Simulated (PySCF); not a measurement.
# How exact exchange moves a shielding

Molecule: SMILES Cl[Si@@H](OC)CCl, C2H6Cl2OSi.

Molfile (atoms numbered from 1):
```
C2H6Cl2OSi
     RDKit          3D

 12 11  0  0  0  0  0  0  0  0999 V2000
   -1.5787    0.3534    0.0895 C   0  0  0  0  0  0  0  0  0  0  0  0
   -0.2355    0.6697   -0.1689 O   0  0  0  0  0  0  0  0  0  0  0  0
    0.7281    1.6332    0.7496 Si  0  0  2  0  0  4  0  0  0  0  0  0
    0.0266    3.5849    0.6879 Cl  0  0  0  0  0  0  0  0  0  0  0  0
    2.4293    1.6180   -0.0265 C   0  0  0  0  0  0  0  0  0  0  0  0
    3.1811    0.0148    0.2267 Cl  0  0  0  0  0  0  0  0  0  0  0  0
   -1.9029   -0.4094   -0.6330 H   0  0  0  0  0  0  0  0  0  0  0  0
   -2.2279    1.2388   -0.0225 H   0  0  0  0  0  0  0  0  0  0  0  0
   -1.7174   -0.0541    1.1069 H   0  0  0  0  0  0  0  0  0  0  0  0
    0.7421    1.2113    2.1738 H   0  0  0  0  0  0  0  0  0  0  0  0
    2.3644    1.8085   -1.1077 H   0  0  0  0  0  0  0  0  0  0  0  0
    3.0797    2.3826    0.4220 H   0  0  0  0  0  0  0  0  0  0  0  0
  1  2  1  0
  2  3  1  0
  3  4  1  0
  3  5  1  0
  5  6  1  0
  1  7  1  0
  1  8  1  0
  1  9  1  0
  3 10  1  1
  5 11  1  0
  5 12  1  0
M  END
```

GIAO shieldings (ppm, equivalent atoms averaged) in PySCF 2.14.0 with density-fitted response routines on the PBE0-D3(BJ)/def2-SVP geometry, basis pcSseg-1, gas phase, non-relativistic:

```csv
functional,exact exchange (%),σ(C1),σ(O2),σ(Si3),σ(Cl4)
BLYP,0,120.4,276.7,333.1,865.5
BP86,0,125.0,280.7,339.2,869.1
PBE,0,125.6,280.0,339.5,869.1
B3LYP,20,125.8,289.9,345.5,888.6
PBE0,25,131.6,295.7,355.2,898.3
BHandHLYP,50,132.7,306.1,365.5,918.1
HF,100,142.9,327.6,403.3,961.4
```

Task: Fit each shielding as a line in the percentage of exact exchange.

Result: σ(C1) = 123.8 + 0.19 x (rms 2.0 ppm); σ(O2) = 280.2 + 0.49 x (rms 2.0 ppm); σ(Si3) = 336.3 + 0.65 x (rms 3.1 ppm); σ(Cl4) = 869.5 + 0.94 x (rms 2.7 ppm). The functionals also differ in their semilocal parts, which the line can't hold; Hartree–Fock has no correlation at all.

Task: What does the line predict for mPW1PW91 (25 %), and what does the run give?

Result: σ(C1): 128.6 predicted, 130.7 computed; σ(O2): 292.4 predicted, 295.4 computed; σ(Si3): 352.6 predicted, 354.6 computed; σ(Cl4): 893.0 predicted, 898.7 computed ppm.
